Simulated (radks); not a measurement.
Pd4+, 42 electrons, occupied as [Kr] 4d6. Calculated with a radial shooting solver on a logarithmic mesh with Libxc functionals: scalar-relativistic Kohn-Sham, PW91, spin-unpolarised, spherical densities, finite nucleus; Fermi nuclear charge, rms radius 4.5318 fm. Some entries of the table are withheld. Estimate them.

orbital  occ.  eigenvalue (hartree)  r(max) (bohr)  <r> (bohr)
1s          2             -890.3728            (1)     0.03185
2s          2             -131.8951         0.1168      0.1383
2p          6             -118.4936        0.09339      0.1206
3s          2             -25.57497         0.3417      0.3793
3p          6             -21.16945         0.3349      0.3786
3d         10             -14.17040         0.2822      0.3574
4s          2              -5.26224         0.8470      0.9319
4p          6              -3.97796            (2)       1.012
4d          6              -2.10752          1.040       1.250
5s          0              -1.54386          2.060       2.246
5p          0              -1.23318          2.356       2.549

Answer. 
(1) 1s r(max) (bohr): 0.02066
(2) 4p r(max) (bohr): 0.9015
